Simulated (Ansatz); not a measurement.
Reaction (cleavage of the Si–B bond): `[SiH3]BN[SiH3]` + `CC(=N)[SiH3]` → `C/C([SiH3])=N\[SiH3]` + `BN[SiH3]`

Computed with Ansatz on PBE0-D4/def2-TZVP structures; ΔE is electronic, products minus reactants. CCSD(T)/CBS adds triple-zeta CCSD(T) − MP2 to the extrapolated MP2 energy (def2 sets, frozen cores). DFT in def2-TZVPP. B3LYP here is the variant with VWN-RPA as its local correlation; programs differ in this. One conformer a species, not always the lowest.

`[SiH3]BN[SiH3]`:

Cartesian coordinates in Å:
```
Si -0.751 -0.705 1.600
B 0.889 0.218 0.856
N 1.038 0.586 -0.485
Si -0.103 0.355 -1.795
H -1.823 -0.974 0.596
H -1.351 0.126 2.683
H -0.366 -2.012 2.205
H 1.792 0.464 1.611
H 1.905 1.042 -0.737
H -0.384 -1.086 -2.003
H -1.376 1.065 -1.519
H 0.531 0.921 -3.013
```

`CC(=N)[SiH3]`:

Z-matrix (Å, degrees):
```
C
C 1 1.498
H 1 1.095 2 110.6
H 1 1.091 2 110.1 3 -121.0
H 1 1.095 2 110.6 3 117.9
N 2 1.272 1 118.8 3 121.0
Si 2 1.901 1 118.3 3 -59.0
H 6 1.021 2 111.5 1 -180.0
H 7 1.488 2 110.5 1 59.6
H 7 1.486 2 107.9 1 179.8
H 7 1.488 2 110.5 1 -60.1
```

`C/C([SiH3])=N\[SiH3]`:

Z-matrix (Å, degrees):
```
C
C 1 1.500
H 1 1.095 2 109.9
H 1 1.095 2 109.9 3 -116.4
H 1 1.091 2 112.3 3 121.8
Si 2 1.911 1 120.1 3 57.8
N 2 1.266 1 126.4 3 -121.9
H 6 1.484 2 108.4 1 -117.2
H 6 1.490 2 111.8 1 2.9
H 6 1.484 2 108.5 1 123.4
Si 7 1.733 2 134.1 1 0.1
H 11 1.484 7 106.7 2 -121.4
H 11 1.495 7 117.2 2 -0.1
H 11 1.484 7 106.7 2 121.3
```

`BN[SiH3]`:

```xyz
9

B    -0.600   -0.858   -1.155
N    -0.625    0.118   -0.153
Si    0.694    0.569    0.897
H     0.413   -1.468   -1.345
H    -1.585   -1.065   -1.804
H    -1.498    0.611   -0.023
H     1.023    2.009    0.726
H     1.858   -0.271    0.538
H     0.320    0.355    2.320
```

```csv
level,ΔE (kJ/mol),difference from CCSD(T)/CBS
PBE-D4,-33.8,11.5
PBE0-D4,-37.7,7.6
B2PLYP,-52.1,-6.8
PBE,-33.7,11.6
B3LYP,-50.1,-4.8
MP2/def2-TZVPP,-53.8,-8.5
CCSD(T)/def2-TZVPP,-43.9,1.4
MP2/def2-QZVPP,-55.0,-9.7
HF/CBS(def2),-63.9,-18.6
MP2/CBS(def2),-55.2,-9.9
CCSD(T)/CBS,-45.3,0
```

Largest T1 diagnostic among the species: 0.014.

From PBE to PBE0 (25 % exact exchange), in def2-TZVPP and without D4, ΔE moves by −3.8 kJ/mol. In def2-TZVPP, CCSD(T) changes the Hartree–Fock value by +18.7 kJ/mol (the triples alone add +1.5 kJ/mol) and MP2 by +8.9 kJ/mol.
